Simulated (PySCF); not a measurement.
Telling isomers of C₇H₄N₂ apart by NMR

[PySCF 2.14: shieldings: GIAO PBE0/pcSseg-1; GFN2-xTB structure; single conformer; rapidly exchanging positions averaged; non-relativistic; no solvent model]

Referencing at the same level of theory: TMS for 1H (σ = 31.72 ppm) and 13C (σ = 186.93 ppm). Where no couplings were computed, multiplicities follow the n + 1 count of equivalent neighbours, and m marks all less simple cases (inequivalent or close neighbours, rings, F or P nearby). Shifts are as computed. Against solution values, carbons near 30 ppm lie about +3 ppm off and those near 130 ppm about +5 ppm. Of 1211 compounds with measured shifts, 218 miss one by over three times the rms of a fit or turn the order of signals round; such compounds aren't used in these exercises.

(1) Tabulate the signals of `C/C=C(\C#N)C#CC#N`, `CC#C/C(C#N)=C\C#N`, `N#CC1=CC=C(C#N)C1` and their relative energies.

(2) What is the quickest way to tell C/C=C(\C#N)C#CC#N from CC#C/C(C#N)=C\C#N?

(3) What is the quickest way to tell CC#C/C(C#N)=C\C#N from N#CC1=CC=C(C#N)C1?

(4) What is the quickest way to tell C/C=C(\C#N)C#CC#N from N#CC1=CC=C(C#N)C1?

Results:

(1) 
```json
{"SMILES": "C/C=C(\\C#N)C#CC#N", "carbon types": "5×C 1×CH 1×CH3", "δC": "175.7, 116.9, 111.1, 100.5, 78.9, 75.9, 23.3", "δH": "7.54 (q, 1H), 2.47 (d, 3H)", "E rel. (kcal/mol)": "39.6"}
{"SMILES": "CC#C/C(C#N)=C\\C#N", "carbon types": "5×C 1×CH 1×CH3", "δC": "124.1, 122.4, 120.5, 120.1, 119.4, 80.8, 6.4", "δH": "6.07 (s, 1H), 2.47 (s, 3H)", "E rel. (kcal/mol)": "39.3"}
{"SMILES": "N#CC1=CC=C(C#N)C1", "carbon types": "4×C 2×CH 1×CH2", "δC": "154.2, 128.5, 120.1, 52.7", "δH": "7.47 (s, 2H), 3.50 (s, 2H)", "E rel. (kcal/mol)": "0.0"}
```

Energies are electronic energies at PBE0/pcSseg-1 on these geometries, without zero-point or thermal terms, each for the one conformer computed, which needn't be the lowest.

(2) Both give the same number of carbon signals, with the same numbers of each carbon type, so the positions decide. The first has an alkene CH at 175.7 ppm, the second an alkene CH at 124.1 ppm. In the proton spectra the most deshielded non-exchanging signals are 7.54 (q, 1H) and 6.07 (s, 1H).

(3) Count the carbon signals: 7 against 4. The first has a propargylic methyl carbon (CH3) at 6.4 ppm, the second an allylic sp3 CH2 at 52.7 ppm. Their most deshielded carbons lie at 124.1 and 154.2 ppm. In the proton spectra the most deshielded non-exchanging signals are 6.07 (s, 1H) and 7.47 (s, 2H).

(4) Count the carbon signals: 7 against 4. The first has an allylic methyl carbon (CH3) at 23.3 ppm, the second an allylic sp3 CH2 at 52.7 ppm. Their most deshielded carbons lie at 175.7 and 154.2 ppm.
